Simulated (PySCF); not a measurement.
SCF from a fresh guess for doublet SbSe₂, at the B3LYP minimum. PySCF input:

```python
from pyscf import gto, scf, dft
mol = gto.M(atom='''
Sb    -0.000000    -0.000000    -0.655600
Se     2.121540    -0.000000     0.495920
Se    -2.121540     0.000000     0.495920''',
    basis={'Sb': 'def2-SVP', 'Se': 'def2-SVP'},
    ecp={'Sb': 'def2-SVP'},
    charge=0, spin=1)
mf = dft.UKS(mol, xc='PBE0')
mf.grids.atom_grid = (50, 194)
aux = {'Sb': 'def2-universal-JKFIT', 'Se': 'def2-universal-JKFIT'}
mf = mf.density_fit(auxbasis=aux)
mf.conv_tol = 1e-08
mf.diis_space = 10
mf.max_cycle = 60
mf.init_guess = 'minao'
mf.verbose = 4
mf.kernel()
```

Excerpt of the output (cycles alone):

```
init E= -5015.35373180144
cycle= 1 E= -5039.41321232454  delta_E= -24.1  |g|= 2.15  |ddm|= 7.22
cycle= 2 E= -5036.23366041074  delta_E= 3.18  |g|= 3.21  |ddm|= 7.44
cycle= 3 E= -5042.07150628475  delta_E= -5.84  |g|= 0.423  |ddm|= 5.65
cycle= 4 E= -5042.1689892446  delta_E= -0.0975  |g|= 0.28  |ddm|= 1.13
cycle= 5 E= -5042.23487974268  delta_E= -0.0659  |g|= 0.0586  |ddm|= 0.471
cycle= 6 E= -5042.23675625303  delta_E= -0.00188  |g|= 0.0144  |ddm|= 0.0887
cycle= 7 E= -5042.23700841687  delta_E= -0.000252  |g|= 0.00672  |ddm|= 0.0403
cycle= 8 E= -5042.23709579495  delta_E= -8.74e-05  |g|= 0.00198  |ddm|= 0.024
cycle= 9 E= -5042.23710797736  delta_E= -1.22e-05  |g|= 0.000642  |ddm|= 0.0103
cycle= 10 E= -5042.23711017668  delta_E= -2.2e-06  |g|= 0.000274  |ddm|= 0.00438
cycle= 11 E= -5042.23711065865  delta_E= -4.82e-07  |g|= 9.76e-05  |ddm|= 0.00224
cycle= 12 E= -5042.23711071296  delta_E= -5.43e-08  |g|= 5.16e-05  |ddm|= 0.000652
cycle= 13 E= -5042.23711072552  delta_E= -1.26e-08  |g|= 1.48e-05  |ddm|= 0.000352
cycle= 14 E= -5042.23711072675  delta_E= -1.23e-09  |g|= 4.96e-06  |ddm|= 0.000123
Extra cycle  E= -5042.23711072677  delta_E= -1.46e-11  |g|= 6.28e-06  |ddm|= 2.17e-05
converged SCF energy = -5042.23711072677  <S^2> = 0.76214351  2S+1 = 2.0121069
```

No lower solution of this spin was found by a stability analysis within the unrestricted form.

No spin–orbit coupling is included, which matters more the heavier the element.

The search for the lowest solution, with the stability check, took 25 s on 4 threads of a shared AMD EPYC (Zen 3) host, with 90 basis functions; the process peaked at 0.34 GiB. Launch command: `OMP_NUM_THREADS=4 python axn.py task.json out`.
